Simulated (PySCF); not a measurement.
## Electronic structure of Co⁺ (cobalt, charge +1) at the UHF level

Configuration: [Ar] 3d8, high-spin 3F determinant. Computed with PySCF 2.14 in x2c-TZVPall (6s5p4d1f, 48 functions), with scalar relativity by spin-free X2C-1e.

```
Total energy                        : -1391.565085 hartree
One-electron energy                 : -1924.3696 hartree
Hartree (Coulomb) energy            : 591.4549 hartree
Exchange energy                     : -58.6504 hartree
⟨S²⟩                                : 2.0050
⟨L²⟩                                : 12.023
Sum of ⟨r⟩                          : 17.29 bohr
Sum of ⟨r²⟩                         : 19.72 bohr²
Langevin diamagnetic susceptibility : -15.6 ×10⁻⁶ cm³/mol
Time after the integrals            : 0.18 s of wall time on 1 thread of Neoverse-V2 (shared host)
```

| shell | electrons | mean orbital energy (hartree) | spread (hartree) | rms radius, mean of both spins (bohr) |
| --- | --- | --- | --- | --- |
| 1s α | 1 | -285.88785 | 0 | 0.0649 |
| 1s β | 1 | -285.88679 | 0 | 0.0649 |
| 2s α | 1 | -35.56884 | 0 | 0.276 |
| 2s β | 1 | -35.50622 | 0 | 0.276 |
| 2p α | 3 | -30.34300 | 0 | 0.249 |
| 2p β | 3 | -30.28064 | 0 | 0.249 |
| 3s α | 1 | -4.79428 | 0 | 0.837 |
| 3s β | 1 | -4.61296 | 0 | 0.837 |
| 3p α | 3 | -3.23930 | 0 | 0.899 |
| 3p β | 3 | -3.02030 | 0 | 0.899 |
| 3d α | 5 | -0.76607 | 0.04859 | 1.27 |
| 3d β | 3 | -0.67455 | 0 | 1.27 |

Densities and radii are taken from the X2C orbitals without a picture-change correction, which distorts them close to the nucleus.
